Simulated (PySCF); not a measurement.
**One molecule, a ladder of functionals, a line**

Molecule: SMILES C#CBC=C, C4H5B.

Bonds (- single, = double, # triple, : aromatic): C1#C2 1.220 Å, C2-B3 1.522 Å, B3-C4 1.548 Å, C4=C5 1.346 Å. C1 carries H6; B3 carries H7; C4 carries H8; C5 carries H9, H10. H9 is cis to B3; H10 is trans to B3.

GIAO shieldings (ppm, equivalent atoms averaged) in PySCF 2.14.0 with density-fitted response routines on the PBE0-D3(BJ)/def2-SVP geometry, basis pcSseg-2, gas phase, non-relativistic:

```csv
functional,exact exchange (%),σ(C5),σ(C4),σ(C1),σ(C2)
BLYP,0,16.8,19.6,50.8,72.5
BP86,0,19.7,24.4,52.0,75.8
PBE,0,19.4,23.7,51.5,75.2
B3LYP,20,18.3,24.8,53.5,80.2
PBE0,25,21.6,30.3,55.4,84.8
mPW1PW91,25,21.0,30.0,55.2,84.6
HF,100,30.1,46.7,61.7,107.0
```

Question: Fit each shielding as a line in the percentage of exact exchange.

Answer: σ(C5) = 18.2 + 0.12 x (rms 1.2 ppm); σ(C4) = 22.6 + 0.24 x (rms 1.9 ppm); σ(C1) = 51.8 + 0.10 x (rms 0.7 ppm); σ(C2) = 75.0 + 0.33 x (rms 1.4 ppm). The functionals also differ in their semilocal parts, which the line can't hold; Hartree–Fock has no correlation at all.

Question: What does the line predict for BHandHLYP (50 %), and what does the run give?

Answer: σ(C5): 24.2 predicted, 21.8 computed; σ(C4): 34.6 predicted, 32.5 computed; σ(C1): 56.8 predicted, 57.0 computed; σ(C2): 91.5 predicted, 90.4 computed ppm.
